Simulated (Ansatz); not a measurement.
Reaction (formal exchange of groups at the Si–N bond): `C=N[Si](N)(O)F` + `CCC(O)O` → `CC[Si](N)(O)F` + `C=NC(O)O`

Calculated with Ansatz (gas phase, PBE0-D4/def2-TZVP geometries, no zero-point term in ΔE). CCSD(T)/CBS is the MP2 limit (def2-TZVPP, def2-QZVPP) plus CCSD(T) − MP2 in def2-TZVPP, frozen cores. Functionals use def2-TZVPP. One conformer a species, not always the lowest.

```json
{"level": "ωB97M-V", "ΔE (kJ/mol)": "47.8"}
{"level": "PBE", "ΔE (kJ/mol)": "36.6"}
{"level": "MP2/def2-QZVPP", "ΔE (kJ/mol)": "51.1"}
{"level": "SCS-MP2/def2-QZVPP", "ΔE (kJ/mol)": "52.9"}
```

(1) What does CCSD(T)/CBS give? (An estimate is asked.)

Largest T1 diagnostic among the species: 0.013.

Results:

(1) The calculation gave: +49.9 kJ/mol. The listed levels differ from it by -2.1, -13.3, 1.2, 3.0 kJ/mol.

In def2-TZVPP, CCSD(T) changes the Hartree–Fock value by −13.3 kJ/mol (the triples alone add −2.7 kJ/mol) and MP2 by −11.6 kJ/mol. From PBE to PBE0 (25 % exact exchange), in def2-TZVPP and without D4, ΔE moves by +5.9 kJ/mol.
